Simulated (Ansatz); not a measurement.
```xyz
5

C     0.0000    0.0000    0.0000
F     0.6988    0.6988    0.6988
F     0.6988   -0.6988   -0.6988
F    -0.6988    0.6988   -0.6988
F    -0.6988   -0.6988    0.6988
```

Basis set: def2-TZVP (spherical functions). Correlated methods keep 5 orbitals frozen. Charge 0, multiplicity 1.

Computed with Ansatz (development build ahead of 0.2.0); each method stands on the lowest determinant of its kind that the runs found. Restricted open shells among the atoms or ions are ROHF, correlated in semicanonical orbitals with singles.

Give the atomization energy at this shape (free ground-state atoms in the same class of orbitals less the molecule, no zero-point energy) of singlet CF4 by RHF-MP2, RHF.

```
 method  atomization energy
RHF-MP2       1884.5 kJ/mol
    RHF       1261.5 kJ/mol
```

Caution: no unrestricted run beside it, a lower state can exist; the shape is not the minimum.
